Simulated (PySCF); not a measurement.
**Radial density of Pm⁵⁰⁺ (promethium, charge +50)**

PW91, [Ne] 3s1, 2S determinant. Calculation: PySCF 2.14, in an even-tempered Gaussian basis (17 s from 11 bohr⁻², ratio 2.5; 12 p from 15 bohr⁻², ratio 2.5; 4 d from 54 bohr⁻², ratio 2.7; 4 f from 81 bohr⁻², ratio 2.7); the spin-free X2C one-electron Hamiltonian (Gaussian nucleus).

```
r (bohr)  4πr²ρ (e/bohr)  4πr²(ρα − ρβ)
  0.0273           66.35         0.0015
  0.0459           72.86         1.0577
  0.0772           89.02         1.8068
   0.130           35.63         0.3500
   0.218           7.652         5.7914
   0.367           1.103         1.0985
   0.618        0.007830         0.0078
```

Densities and radii are taken from the X2C orbitals without a picture-change correction, which distorts them close to the nucleus.

Spin-orbit coupling, which splits the p, d and f shells strongly at this Z, is absent.
